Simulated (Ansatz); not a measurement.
`[GeH3][SeH]` + F• → `[GeH3][Se]`• + H–F  (hydrogen abstraction from the Se–H bond)

Calculated with Ansatz (gas phase, PBE0-D4/def2-TZVP geometries, no zero-point term in ΔE). CCSD(T)/CBS is the MP2 limit (def2-TZVPP, def2-QZVPP) plus CCSD(T) − MP2 in def2-TZVPP, frozen cores. This one scheme is used for every species, atoms too. Functionals use def2-TZVPP. No spin–orbit coupling; open shells (•) take unrestricted orbitals. Spin–orbit coupling would lower the free atoms: a little for F. Bonds to Ge, Se are less sure, by a few kJ/mol each and by 10 to 20 or more in all where they break to atoms, as the def2 sets lack core-valence functions. Scalar relativity is left out up to krypton.

`[GeH3][SeH]`:

Z-matrix (Å, degrees):
```
Ge
Se 1 2.357
H 1 1.536 2 110.4
H 1 1.536 2 110.4 3 121.8
H 1 1.533 2 104.9 3 -119.1
H 2 1.469 1 93.0 3 -60.2
```

`[GeH3][Se]`•:

Z-matrix (Å, degrees):
```
Ge
Se 1 2.345
H 1 1.536 2 110.6
H 1 1.537 2 104.9 3 -118.8
H 1 1.536 2 110.6 3 122.4
```

H–F:

```xyz
2

F    -0.399   -0.003    0.230
H     0.399    0.003   -0.230
```

CCSD(T)/CBS gives -2.44 eV.

(1) Another level gave -2.43 eV. Which?
A. PBE/def2-TZVPP
B. PBE0/def2-TZVPP
C. SCS-MP2/def2-TZVPP
D. revPBE/def2-TZVPP

Largest T1 diagnostic among the species: 0.011.

## Answers

(1) C. SCS-MP2/def2-TZVPP -2.43, PBE -2.56, PBE0 -2.36, revPBE -2.48 eV.

From r2SCAN to r2SCAN0 (25 % exact exchange), in def2-TZVPP and without D4, ΔE moves by +0.13 eV. Leaving LDA and LC-ωPBE aside and taking each functional with its dispersion term where it has one, the values, not all of them listed here, spread over 0.38 eV, from PBE-D4 to BHLYP-D4. LDA lies −0.35 eV from PBE without D4.

CCSD(T)/CBS has its own doubt, a few kJ/mol and more with outer-core shells, so smaller differences from it don't rank the levels.
